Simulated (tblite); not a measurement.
Isomers of C4H3F3NO2 (doublet state). All values are computed: GFN2-xTB (tblite) harmonic vibrations without scaling, gas phase. Against measured fundamentals such values can be off by several per cent, at times by over 20. One conformer each. Open shells enter through the occupations alone, without spin polarisation, and single modes of such species can be off by tens of per cent.

Electronic energies: GFN2-xTB at the same geometries; isomer energies are rough at this level and their order can be wrong.

```tsv
SMILES	electronic energy, lowest = 0 (kcal/mol)
O=CN/[C]=C/OC(F)(F)F	10.8
O=[C]N/C=C\OC(F)(F)F	0.0
O=CN/C=[C]/OC(F)(F)F	14.1
```

How do GFN2-xTB zero-point energies change the relative energies?

```json
{"SMILES": "O=[C]N/C=C\\OC(F)(F)F", "ZPE (kcal/mol)": "45.3", "of it from modes above 1550 cm⁻¹": "18.5", "electronic (kcal/mol)": "0.0", "with ZPE, lowest = 0 (kcal/mol)": "0.0", "lowest mode (cm⁻¹)": "16", "rings": "0"}
{"SMILES": "O=CN/[C]=C/OC(F)(F)F", "ZPE (kcal/mol)": "44.7", "of it from modes above 1550 cm⁻¹": "18.1", "electronic (kcal/mol)": "10.8", "with ZPE, lowest = 0 (kcal/mol)": "10.1", "lowest mode (cm⁻¹)": "39", "rings": "0"}
{"SMILES": "O=CN/C=[C]/OC(F)(F)F", "ZPE (kcal/mol)": "44.9", "of it from modes above 1550 cm⁻¹": "18.0", "electronic (kcal/mol)": "14.1", "with ZPE, lowest = 0 (kcal/mol)": "13.6", "lowest mode (cm⁻¹)": "33", "rings": "0"}
```

The zero-point energies span 0.6 kcal/mol, from `O=CN/[C]=C/OC(F)(F)F` to `O=[C]N/C=C\OC(F)(F)F`. The order is unchanged.
